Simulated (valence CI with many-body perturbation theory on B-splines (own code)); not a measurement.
E1 transitions of Cl11+

Computed by relativistic CI+MBPT: four valence electrons over a frozen Dirac-Fock core [He], a basis of 11 s, 11 p, 10 d, 8 f, 5 g, 2 h functions for each j, with the one-electron correlation potential Σ1, the two-electron term Σ2, the three-electron term Σ3, Breit, model QED; selected CI, second order for the rest, scaled by the run's own slope (own B-spline code, finite nucleus).

No measured spectrum was set against this ion. As an estimate, levels of excited configurations hold to 0.05 to 0.15 % of their energy, terms of the ground configuration to about 0.5 %. Among the levels kept, up to 850 cm⁻¹ of a level comes from second order outside the variational space, and about a tenth of that is noise between levels of different J, which matters for small intervals.

Lines 101 to 150 of 516 in falling wavelength, among levels below 444.57 eV, chosen from the strongest by gf and those to the six lowest levels. Wavelengths and rates use the calculated energies, so an error of 300 cm⁻¹ moves a line at 79.93 nm by 0.24 % and its rate by three times that or more. Electric multipoles are in the length gauge, E1 and E2 with the static RPA response of the core. Weak lines are less certain than strong ones. Lines between different terms over intervals too small for the method are left out, as are lines whose strength nearly cancels. The highest levels of a list are the least certain.

Names give the largest LS component (configuration and term), which can be under half, so a name can repeat, a term be missing and a line seem to break the LS rules; names also repeat where a configuration has a term twice. Letters in brackets count levels of one name in rising energy.

```tsv
λ vac (nm)	Upper	Lower	A (s⁻¹)	S (a.u.)
79.93	2s2 2p 3d 3F°_2	2s2 2p 3p 1P_1	6.23e+08	7.85e-01
79.57	2s 2p2 3p 5P°_3	2s 2p2 3s 5P_2	1.99e+08	3.47e-01
79.45	2s 2p2 3d 3P_1 [c]	2s 2p2 3p 3S°_1 [b]	3.83e+08	2.84e-01
79.08	2s 2p2 3p 5P°_2	2s 2p2 3s 5P_1	4.04e+08	4.93e-01
78.84	2s 2p2 3p 3D°_1 [b]	2s 2p2 3s 3D_2	3.53e+08	2.56e-01
78.71	2s 2p2 3p 3D°_1 [b]	2s 2p2 3s 3D_1	7.10e+08	5.13e-01
78.52	2s 2p2 3d 1F_3 [a]	2s 2p2 3p 1D°_2 [a]	4.31e+08	7.21e-01
78.37	2s2 2p 3p 3P_2	2s2 2p 3s 3P°_2	9.10e+08	1.08e+00
78.31	2s 2p2 3d 5P_2	2s 2p2 3p 5P°_3	2.64e+08	3.13e-01
78.25	2s 2p2 3p 3D°_2 [b]	2s 2p2 3s 3D_3	2.74e+08	3.24e-01
78.17	2s 2p2 3d 1G_4	2s 2p2 3p 1F°_3	1.03e+09	2.18e+00
78.10	2s 2p2 3p 3D°_2 [b]	2s 2p2 3s 3D_2	6.79e+08	7.98e-01
78.00	2s2 2p 3p 3S_1	2s2 2p 3s 3P°_1	4.73e+08	3.33e-01
77.85	2s 2p2 3d 3P_2 [c]	2s 2p2 3p 3P°_2 [d]	3.92e+08	4.56e-01
77.55	2s2 2p 3d 3P°_1	2s2 2p 3p 3P_1	5.68e+08	3.92e-01
77.42	2s 2p2 3p 3D°_3 [b]	2s 2p2 3s 3D_3	9.42e+08	1.51e+00
77.28	2s 2p2 3p 3D°_3 [b]	2s 2p2 3s 3D_2	1.64e+08	2.61e-01
77.09	2s 2p2 3d 3P_2 [b]	2s 2p2 3p 3D°_3 [b]	2.21e+08	2.50e-01
77.02	2s2 2p 3p 3P_0	2s2 2p 3s 3P°_1	1.11e+09	2.50e-01
75.28	2s 2p2 3d 1F_3 [a]	2s 2p2 3p 3F°_2	1.92e+08	2.82e-01
74.31	2s 2p2 3d 5P_1	2s 2p2 3p 5P°_2	4.06e+08	2.47e-01
73.62	2s 2p2 3p 1D°_2 [b]	2s 2p2 3s 1P_1	1.41e+09	1.39e+00
73.59	2s 2p2 3d 1D_2 [a]	2s 2p2 3p 1P°_1 [a]	4.75e+08	4.67e-01
73.46	2s 2p2 3d 3D_2 [a]	2s 2p2 3p 3P°_2 [a]	4.05e+08	3.97e-01
73.13	2s2 2p 3d 3P°_2	2s2 2p 3p 3S_1	2.91e+08	2.81e-01
72.92	2s 2p2 3d 3D_1 [a]	2s 2p2 3p 3P°_1 [a]	5.68e+08	3.26e-01
72.92	2s2 2p 3d 3D°_3	2s2 2p 3p 3D_3	3.22e+08	4.31e-01
72.38	2s 2p2 3d 3D_3 [a]	2s 2p2 3p 3P°_2 [a]	1.03e+09	1.35e+00
72.07	2s 2p2 3d 3D_2 [a]	2s 2p2 3p 3P°_1 [a]	7.03e+08	6.49e-01
71.72	2s 2p2 3d 3D_1 [a]	2s 2p2 3p 3P°_0 [a]	5.58e+08	3.05e-01
69.98	2s2 2p 3p 1D_2	2s2 2p 3s 1P°_1	1.65e+09	1.39e+00
69.91	2s 2p2 3d 1P_1 [a]	2s 2p2 3p 1P°_1 [a]	9.71e+08	4.91e-01
67.94	2s 2p2 3p 3P°_2 [b]	2s 2p2 3s 3D_3	1.38e+09	1.07e+00
67.92	2s 2p2 3p 3P°_1 [b]	2s 2p2 3s 3D_2	1.24e+09	5.74e-01
67.83	2s 2p2 3p 3P°_2 [b]	2s 2p2 3s 3D_2	4.22e+08	3.25e-01
67.82	2s 2p2 3p 3P°_1 [b]	2s 2p2 3s 3D_1	5.83e+08	2.69e-01
67.80	2s 2p2 3p 3P°_0 [b]	2s 2p2 3s 3D_1	1.83e+09	2.81e-01
66.31	2s 2p2 3p 5S°_2	2s 2p2 3s 5P_3	1.20e+09	8.63e-01
65.04	2s 2p2 3d 3P_2 [a]	2s 2p2 3p 3S°_1 [a]	8.75e+08	5.94e-01
64.85	2s 2p2 3d 3D_3 [a]	2s 2p2 3p 3D°_3 [a]	4.81e+08	4.54e-01
63.95	2s 2p2 3d 1D_2 [a]	2s 2p2 3p 1D°_2 [a]	5.10e+08	3.29e-01
62.99	2s 2p2 3p 5S°_2	2s 2p2 3s 5P_2	7.16e+08	4.42e-01
62.56	2s 2p2 3p 1P°_1 [c]	2s 2p2 3s 1P_1	2.28e+09	8.27e-01
62.42	2s 2p2 3d 3P_1 [a]	2s 2p2 3p 3S°_1 [a]	7.67e+08	2.76e-01
60.65	2s 2p2 3p 5S°_2	2s 2p2 3s 5P_1	3.87e+08	2.13e-01
60.42	2s 2p2 3d 1S_0	2s 2p2 3p 1P°_1 [a]	2.01e+09	2.19e-01
57.24	2p3 3p 3P_1	2s 2p2 3p 3S°_1 [b]	9.47e+08	2.63e-01
57.16	2p3 3p 3P_2	2s 2p2 3p 3S°_1 [b]	9.41e+08	4.33e-01
55.45	2s2 2p 3p 1S_0	2s2 2p 3s 1P°_1	3.59e+09	3.02e-01
43.34	2s 2p2 3p 3D°_3 [a]	2s2 2p 3p 3P_2	8.18e+08	2.30e-01
```
